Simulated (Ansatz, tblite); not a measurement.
Removing and adding an electron: `CO[Si](CCC(F)(F)C(F)(F)C(F)(F)C(F)(F)F)(OC)OC`. Total charge 0; singlet. Geometry: PBE-D4/def2-SVP. Ansatz, gas phase; energy differences of separate SCF runs; the oxidised species was run as a doublet alone; the reduced species was run as a doublet alone.

```xyz
35

C    -1.854    2.886   -2.013
O    -0.638    2.286   -1.600
Si   -0.140    0.739   -1.966
C    -0.837   -0.556   -0.808
C    -0.373   -0.343    0.638
C    -0.925   -1.400    1.577
F    -2.296   -1.420    1.515
F    -0.493   -2.648    1.218
C    -0.587   -1.199    3.089
F    -1.204   -0.064    3.513
F    -1.090   -2.252    3.784
C     0.932   -1.069    3.423
F     1.349    0.174    3.064
F     1.643   -1.984    2.718
C     1.278   -1.264    4.934
F     1.159   -2.553    5.283
F     0.464   -0.520    5.702
F     2.546   -0.875    5.145
O     1.509    0.683   -1.732
C     2.424    1.634   -2.255
O    -0.597    0.488   -3.556
C    -0.375   -0.700   -4.291
H    -1.778    3.982   -1.863
H    -2.069    2.689   -3.086
H    -2.718    2.519   -1.413
H    -0.527   -1.564   -1.156
H    -1.945   -0.532   -0.865
H     0.733   -0.364    0.693
H    -0.693    0.648    1.017
H     3.425    1.437   -1.818
H     2.508    1.559   -3.362
H     2.124    2.673   -2.000
H    -0.692   -0.534   -5.341
H     0.699   -0.996   -4.298
H    -0.963   -1.558   -3.890
```

The xTB rows come from tblite. Single mean-field runs in def2-TZVP are fitted with def2-universal-jkfit. HOMO above LUMO, or a gap near zero within one spin, warns that the state may not be the lowest or that an electron is smeared out.

Problem. Estimate orbital energies and vertical ionisation energies and electron affinities at: GFN1-xTB; GFN2-xTB; HF/def2-TZVP; PBE-D4/def2-TZVP; PBE0-D4/def2-TZVP.

Solution. 
```
            level  −HOMO (eV)  vertical IE (eV)  −LUMO (eV)  vertical EA (eV)  HOMO–LUMO gap (eV)  IE − EA (eV)                                                                                                               remarks
         GFN1-xTB       12.19             14.54        4.33              2.43                7.86         12.12                                                                                                                     –
         GFN2-xTB       11.48             13.86        3.79              1.57                7.69         12.29                                                                                                                     –
     HF/def2-TZVP       12.02              9.57       -3.38             -3.20               15.40         12.77                                                                                          HOMO above zero (-1 doublet)
 PBE-D4/def2-TZVP        6.73              9.08        0.53             -1.24                6.19         10.32  HOMO above zero (-1 doublet), gap within one spin near zero (+1 doublet), gap within one spin near zero (-1 doublet)
PBE0-D4/def2-TZVP        8.29              9.91       -0.58             -1.72                8.87         11.63                                                                                          HOMO above zero (-1 doublet)
```

Relaxing the oxidised species (PBE-D4/def2-SVP) changes its energy by -0.22 eV at PBE-D4/def2-TZVP, so the adiabatic ionisation energy to this nearest minimum is 8.86 eV. At PBE0-D4/def2-TZVP it is 9.55 eV.     A HOMO above zero means that the electron is unbound at that level or that self-interaction error raises the level; the energy of removing that electron tells which. Raw xTB energy differences between charge states are shifted by several eV; the methods need an empirical correction for them. Sets without diffuse functions give affinities that are too small. A negative affinity means that the extra electron isn't bound; its size then hangs on the basis.
